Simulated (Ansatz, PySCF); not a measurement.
Process, species as SMILES: [CH2][Si](C)(N)N → C[Si](C)([NH])N
Each molecule is optimised on its own at B3LYP-D3(BJ)/def2-TZVP (Ansatz, a first-principles code), one conformer each, not searched for the lowest. Frequencies are from Ansatz or PySCF.

Property: isomerisation energy (enthalpy at 298 K, with B3LYP-D3(BJ) rigid-rotor harmonic-oscillator terms), in kJ/mol. Valence correlation only, unless marked. UHF or UKS for open shells. Spin-orbit coupling is left out. Non-relativistic. CBS(X,Y): correlation extrapolated as X^-3; Hartree-Fock from the larger set.

| level | program | isomerisation energy (kJ/mol) |
|---|---|---|
| revPBE/def2-TZVPD | Ansatz | 33.8 |
| r2SCANh/def2-TZVPD | Ansatz | 40.3 |
| MP2/STO-3G | Ansatz | -67.9 |
| MP2/cc-pV(D+d)Z | Ansatz | 38.8 |
| SCS-MP2/cc-pV(Q+d)Z | Ansatz | 50.0 |

What does CCSD(T)/CBS(cc-pV(T+d)Z,cc-pV(Q+d)Z) (Ansatz) give?

45.4 kJ/mol
